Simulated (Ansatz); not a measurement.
Relaxation of H10N2Si3 (15 atoms, charge 0, multiplicity 1), to a largest force component of 0.02 eV/Å in at most 40 steps.

Level of theory: Ansatz 0.2.0, RKS PBE0-D4/STO-3G.

```xyz
15
Properties=species:S:1:pos:R:3
Si 0.000 0.000 0.000
N 0.000 0.000 1.820
H -0.877 -0.271 2.350
H 0.877 0.271 2.350
Si 2.094 0.000 -0.739
H 2.551 -1.376 -0.908
H 2.157 0.694 -2.022
H 2.951 0.682 0.226
Si -1.046 1.812 -0.739
H -2.430 1.478 -1.061
H -1.022 2.844 0.293
H -0.374 2.307 -1.937
N -0.857 -1.485 -0.606
H -1.392 -2.101 0.070
H -0.822 -1.734 -1.636
```

Question: Where does it end, and by what steps?

Answer: The run converged. The force dipped under the threshold on the way, but the program's further checks kept it going. Limits of this set-up: minimal basis. After 30 steps the energy has fallen by 0.944 eV; H10 moved furthest, 1.14 Å.

| step | energy less start (eV) | largest force component (eV/Å) | accepted |
| --- | --- | --- | --- |
| 0 | 0.0000 | 2.117 | yes |
| 2 | -0.6082 | 1.286 | yes |
| 4 | -0.6947 | 1.843 | no |
| 6 | -0.8085 | 0.599 | yes |
| 8 | -0.9077 | 0.400 | yes |
| 10 | -0.9263 | 0.115 | yes |
| 12 | -0.9302 | 0.061 | yes |
| 14 | -0.9320 | 0.097 | yes |
| 16 | -0.9322 | 0.296 | no |
| 18 | -0.9366 | 0.139 | yes |
| 20 | -0.9395 | 0.006 | yes |
| 22 | -0.9406 | 0.083 | yes |
| 24 | -0.9420 | 0.063 | yes |
| 26 | -0.9431 | 0.041 | yes |
| 28 | -0.9435 | 0.025 | yes |
| 30 | -0.9438 | 0.009 | yes |

```xyz
15
Properties=species:S:1:pos:R:3
Si -0.036 -0.051 0.002
N -0.061 -0.380 1.753
H -1.048 -0.334 2.105
H 0.424 0.388 2.275
Si 2.156 -0.039 -0.574
H 2.756 -1.346 -0.444
H 2.327 0.381 -1.945
H 2.905 0.878 0.252
Si -1.079 1.841 -0.683
H -2.365 2.008 -0.048
H -0.287 3.008 -0.372
H -1.286 1.829 -2.112
N -1.019 -1.391 -0.643
H -0.558 -2.304 -0.415
H -1.019 -1.368 -1.691
```

The run took 81 s on 1 thread of Intel(R) Xeon(R) Platinum 8488C (Sapphire Rapids) (shared host), peak memory 0.15 GiB.
